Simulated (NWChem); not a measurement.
**Dipole moment of phosphorus nitride (NP)**

SMILES: N#P
```xyz
2

N      0.0000     0.0000     1.0149
P      0.0000     0.0000    -0.4736
```
Charge 0, spin multiplicity 1.

Program: NWChem. All single points use one geometry, from PBE0/def2-SVP, a minimum by its harmonic frequencies.

Basis set: def2-SVPD. The CCSD dipole comes from the Λ equations, without orbital relaxation.

The correlated methods keep 6 core orbitals frozen. B3LYP has NWChem's definition, with VWN1-RPA local correlation. Coupled-cluster values serve here as a point of comparison, not as the truth.

| method | dipole moment (D) |
|---|---|
| PBE | 2.67 |
| HF | … |
| PBE0 | 2.83 |
| B3LYP | 2.86 |
| CCSD | … |

Task: Complete the blanks.

Result: 
- HF, dipole moment (D): 3.23
- CCSD, dipole moment (D): 2.78
